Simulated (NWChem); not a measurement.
Correlation energy of C2H2F

SMILES: [CH]=CF
```xyz
5

C     -0.8840    -0.9119     0.0000
C      0.2940    -0.3326     0.0000
F      0.4714     1.0048     0.0000
H     -1.9495    -0.7010     0.0000
H      1.2470    -0.8746     0.0000
```
Charge 0, spin multiplicity 2.

Everything below was run with NWChem. All single points use one geometry, from UB3LYP/def2-SVP, a minimum by its harmonic frequencies.

Basis set: def2-SVP. Each correlation energy counts from its own Hartree-Fock reference.

The correlated methods keep 3 core orbitals frozen. The structure started from a generated list of species. The unpaired electrons of the parent sit in orbitals of symmetry a' (Cs labels of the run); other states weren't searched. The stability of the SCF solutions was not checked. Open-shell Hartree-Fock references start from PBE0 orbitals. No row is a measurement; the coupled-cluster row has its own basis-set and correlation limits.

```tsv
method	correlation energy (mHa)	remark
UMP2	-404.2	spin-contaminated
SCS-UMP2	___	spin-contaminated
CCSD on UHF	-439.4	spin-contaminated
CCSD[T] on UHF	___	spin-contaminated
CCSD(T) on UHF	-451.5	spin-contaminated
CCSD on ROHF	-447.9	-
CCSD[T] on ROHF	-461.5	-
CCSD(T) on ROHF	___	-
```

Q: Some entries are withheld; supply them.

A: 
- SCS-UMP2, correlation energy (mHa): -393.9
- CCSD[T] on UHF, correlation energy (mHa): -452.8
- CCSD(T) on ROHF, correlation energy (mHa): -460.5
